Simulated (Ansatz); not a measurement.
Relaxation of H$_{7}$NSn (9 atoms, charge 0, multiplicity 1), to a largest force component of 0.03 eV/Å in at most 50 steps.

Method: RKS B3LYP-D4/def2-SVP (Ansatz).

```xyz
9
Properties=species:S:1:pos:R:3
Sn 0.203 0.027 -0.077
H 0.124 -0.144 1.646
H 1.853 0.039 -0.572
H -0.537 1.500 -0.548
H -0.593 -1.302 -0.813
N -2.690 -0.065 1.522
H -2.831 -0.724 0.757
H -2.728 0.876 1.131
H -1.729 -0.207 1.884
```

Problem. Where does it end, and by what steps?

Solution. The run converged. After 7 steps the energy has fallen by 0.119 eV; H9 moved furthest, 0.54 Å.

| step | energy less start (eV) | largest force component (eV/Å) | accepted |
| --- | --- | --- | --- |
| 0 | 0.0000 | 0.910 | yes |
| 1 | -0.0848 | 0.363 | yes |
| 2 | -0.0489 | 1.205 | no |
| 3 | -0.1028 | 0.111 | yes |
| 4 | -0.1134 | 0.052 | yes |
| 5 | -0.1184 | 0.032 | yes |
| 6 | -0.1187 | 0.061 | yes |
| 7 | -0.1195 | 0.002 | yes |

```xyz
9
Properties=species:S:1:pos:R:3
Sn 0.362 0.031 -0.104
H 0.548 -0.142 1.593
H 1.915 0.065 -0.840
H -0.459 1.496 -0.453
H -0.529 -1.296 -0.730
N -2.948 -0.045 1.491
H -2.872 -0.736 0.744
H -2.751 0.866 1.075
H -2.196 -0.238 2.153
```

The run took 27 s on 1 thread of Arm Neoverse V1 (shared host), peak memory 0.14 GiB.
